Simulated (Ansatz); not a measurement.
FH₃SbSi (`[F][Sb][SiH3]`) radical, relaxed with UKS PBE0-D4/def2-TZVP in Ansatz from a PBE-D4/def2-SVP geometry. The force threshold is 0.005 eV/Å; the program also tests the step.

Total charge 0; spin multiplicity 2. Sb: def2 effective core potential.

Start:

```xyz
6

F     0.252   -2.099   -1.535
Sb    1.077   -0.307   -1.678
Si   -0.151    0.482    0.483
H     0.225    1.912    0.782
H     0.240   -0.384    1.650
H    -1.643    0.397    0.297
```

| step | energy (eV) | largest force (eV/Å) | largest move (Å) |
| --- | --- | --- | --- |
| 1 | -17177.0079 | 0.771 | 0.000 |
| 2 | -17177.0373 | 0.325 | 0.054 |
| 3 | -17177.0441 | 0.062 | 0.025 |
| 4 | -17177.0444 | 0.026 | 0.022 |
| 5 | -17177.0446 | 0.032 | 0.013 |
| 6 | -17177.0447 | 0.002 | 0.005 |

End:

```xyz
6

F     0.276   -2.078   -1.558
Sb    1.054   -0.314   -1.648
Si   -0.162    0.472    0.492
H     0.238    1.883    0.748
H     0.231   -0.368    1.654
H    -1.636    0.405    0.311
```

Run time 33 s (2 threads of a server CPU on a shared host); peak host memory 0.38 GiB.
